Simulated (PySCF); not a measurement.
Bi(Me)3 (C3H9Bi), SMILES [Bi]([CH3])([CH3])[CH3].

Coordinates come from a PBE-D3(BJ)/def2-SVP optimisation. The isomer is the one that the SMILES or the coordinates give; other isomers of the formula were not compared. The def2 effective core potentials stand for the cores of Bi; spin–orbit coupling is left out.

Calculation: PySCF with PBE-D3(BJ)/def2-SVP.

Frequencies are harmonic and unscaled.

Modes within 1.5 cm⁻¹ of each other (mostly degenerate sets) share a row, with their intensities summed.

```tsv
mode	ν (cm⁻¹)	IR (km/mol)	moving atoms (share of kinetic energy)
1	81	0.0	H 99 %
2–3	92	0.0	H 91 %
4–5	146	0.3	C 58 %, H 40 %
6	156	0.9	C 58 %, H 32 %, Bi 11 %
7–9	450	50.3	C 75 %, H 18 %
10	649	0.0	H 89 %, C 11 %
11–12	667	11.4	H 88 %, C 12 %
13–15	757	53.9	H 82 %, C 18 %
16–17	1123	8.4	H 83 %, C 17 %
18	1143	0.1	H 84 %, C 16 %
19	1373	0.0	H 94 %
20–21	1378	5.1	H 94 %
22–23	1385	13.8	H 95 %
24	1393	6.7	H 95 %
25	2983	9.5	H 98 %
26–27	2985	27.2	H 98 %
28–30	3104	14.7	H 90 %, C 10 %
31–33	3108	15.5	H 90 %, C 10 %
```
